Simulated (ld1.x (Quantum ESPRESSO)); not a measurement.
# In (Z = 49), ultrasoft: configuration errors across variants

In (Z = 49), ultrasoft, made with ld1.x (Quantum ESPRESSO) 7.5 (PBEsol, fully relativistic). Core [Kr], reference 4d10 5s2 5p1. Waves: 5s (bound): rcut 1.60, rcutus 2.15 bohr; 5s channel at -0.25 Ry: rcut 1.60, rcutus 2.15 bohr; 5p (bound): rcut 2.20, rcutus 2.80 bohr; 5p channel at 3.15 Ry: rcut 2.20, rcutus 2.80 bohr; 4d (bound): rcut 1.15, rcutus 1.50 bohr; 4d channel at -0.85 Ry: rcut 1.15, rcutus 1.50 bohr. Local part: all-electron potential smoothed inside 2.65 bohr (lloc = -1). Core correction: Bessel-smoothed model core inside 1.40 bohr. Augmentation charge: built from norm-conserving waves at rcut, not smoothed further.

Open shells are filled in proportion to 2j + 1 (rel_dist='average').

All-electron excitation energies from the reference (eV): (1) 4d10 5s2 5p0 5.372; (2) 4d10 5s1 5p0 24.650; (3) 4d10 5s0 5p0 52.915; (4) 4d10 5s0 5p3 11.986; (5) 4d9 5s2 5p2 18.240; (6) 4d10 5s2 5p0.5 1.946; (7) 4d10 5s2 5p1.3 -0.534.

Tests that are not counted but printed errors over 1 eV. “waves 4d (bound): rcut 1.15, rcutus 2.24 bohr; 4d channel at -0.85 Ry: rcut 1.15, rcutus 2.24 bohr”: 4d9 5s2 5p2 (solver errors, printed error -1300 eV).

Errors AE − PS in meV (a dash: test not solved or not reliable):

| change | (1) | (2) | (3) | (4) | (5) | (6) | (7) | bound ghosts |
| --- | --- | --- | --- | --- | --- | --- | --- | --- |
| base | -1.9 | -9.0 | -31 | -14 | -209 | -0.6 | -0.2 | not determined |
| waves 4d (bound): rcut 0.98, rcutus 1.04 bohr; 4d channel at -0.85 Ry: rcut 0.98, rcutus 1.04 bohr | -1.9 | -8.9 | -31 | -14 | -204 | -0.6 | -0.3 | not determined |
| waves 4d (bound): rcut 1.08, rcutus 1.14 bohr; 4d channel at -0.85 Ry: rcut 1.08, rcutus 1.14 bohr | -1.9 | -8.9 | -31 | -14 | -203 | -0.6 | -0.3 | not determined |
| waves 4d (bound): rcut 1.15, rcutus 1.56 bohr; 4d channel at -0.85 Ry: rcut 1.15, rcutus 1.56 bohr | -1.9 | -9.0 | -31 | -14 | -210 | -0.6 | -0.2 | not determined |
| waves 4d (bound): rcut 1.15, rcutus 1.74 bohr; 4d channel at -0.85 Ry: rcut 1.15, rcutus 1.74 bohr | -1.9 | -9.1 | -32 | -14 | -215 | -0.6 | -0.3 | not determined |
| waves 4d (bound): rcut 1.15, rcutus 1.86 bohr; 4d channel at -0.85 Ry: rcut 1.15, rcutus 1.86 bohr | -1.9 | -9.2 | -32 | -14 | -216 | -0.6 | -0.3 | not determined |
| waves 4d (bound): rcut 1.15, rcutus 2.08 bohr; 4d channel at -0.85 Ry: rcut 1.15, rcutus 2.08 bohr | -2.0 | -9.5 | -33 | -14 | -226 | -0.6 | -0.3 | not determined |
| waves 4d (bound): rcut 1.15, rcutus 2.24 bohr; 4d channel at -0.85 Ry: rcut 1.15, rcutus 2.24 bohr | -2.0 | -9.7 | -33 | -14 | – | -0.6 | -0.3 | not determined |

Question: Give the same row for: waves 4d (bound): rcut 1.15, rcutus 1.32 bohr; 4d channel at -0.85 Ry: rcut 1.15, rcutus 1.32 bohr.

Answer: -1.9, -8.9, -31, -14, -205, -0.6, -0.2; bound ghosts: not determined.
